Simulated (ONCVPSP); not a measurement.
platinum, ONCV: configuration errors across variants

- Element: platinum (Pt)
- Generator: ONCVPSP 4.0.1
- Type: optimised norm-conserving Vanderbilt (ONCV)
- Functional: PBE
- Relativity: scalar-relativistic
- Frozen core: [Xe] 4f14
- Valence charge: 10
- Reference configuration: 5d9 6s1
- Partial waves: 6s: rc 2.50 bohr, ncon 4, nbas 8, qcut 2.1 1/bohr, 2 projectors, debl 1.9 Ha; p scattering state at 0.08 Ha: rc 2.25 bohr, ncon 4, nbas 7, qcut 3 1/bohr, 3 projectors, debl 0.4 Ha; 5d: rc 1.30 bohr, ncon 5, nbas 8, qcut 7.1 1/bohr, 2 projectors, debl 0.4 Ha; f scattering state at 0.09 Ha: rc 2.45 bohr, ncon 5, nbas 10, qcut 5.3 1/bohr, 2 projectors, debl 3.4 Ha
- Local potential: polynomial inside 1.25 bohr (lpopt 3, dvloc0 0 Ha)
- Core correction: polynomial model core, fcfact 0.15

All-electron excitation energies from the reference (eV): (1) 5d9 6s0 9.194; (2) 5d8 6s0 29.160; (3) 5d7 6s0 61.377; (4) 5d9.5 6s0.5 -0.123.

A true bound ghost makes a file unfit for plane-wave use even where its test errors are small: the radial tests pick states by their node count and pass the ghost by.

Errors AE − PS in meV (a dash: test not solved or not reliable):

| change | (1) | (2) | (3) | (4) | bound ghosts | GHOST(+) flags above zero |
| --- | --- | --- | --- | --- | --- | --- |
| base | -10.0 | -50 | -226 | -5.9 | s, p | p, d |
| s: qcut 1.5; p: qcut 2.1; d: qcut 5.1; f: qcut 3.8 | -6.5 | -59 | -253 | -3.3 | s, p | p, f |
| s: qcut 1.7; p: qcut 2.4; d: qcut 5.7; f: qcut 4.3 | -7.2 | -57 | -247 | -3.9 | s, p | p, f |
| s: qcut 1.9; p: qcut 2.7; d: qcut 6.4; f: qcut 4.8 | -8.4 | -54 | -237 | -4.8 | s, p | p, d, f |
| d: qcut 7; f: qcut 5.2 | -10.0 | -50 | -226 | -5.9 | s, p | p, d |
| s: qcut 2.3; p: qcut 3.3; d: qcut 7.8; f: qcut 5.8 | -12 | -46 | -213 | -7.2 | s, p | p, d, f |
| s: qcut 2.5; p: qcut 3.6; d: qcut 8.4; f: qcut 6.3 | -13 | -42 | -201 | -8.4 | s, p | p, f |
| s: qcut 2.7; p: qcut 3.9; d: qcut 9.2; f: qcut 6.9 | -15 | -39 | -190 | -9.5 | s, p | p |
| s: qcut 2.9; p: qcut 4.1; d: qcut 9.8; f: qcut 7.3 | -16 | -36 | -180 | -10 | s, p | p |
| s: qcut 3; p: qcut 4.3; d: qcut 10.2; f: qcut 7.6 | -17 | -35 | -176 | -11 | s, p | none |

Give the same row for: s: qcut 1.4; p: qcut 2; d: qcut 4.7; f: qcut 3.5.

-6.3, -59, -254, -3.2; bound ghosts: s, p; GHOST(+) flags above zero: p, d, f.
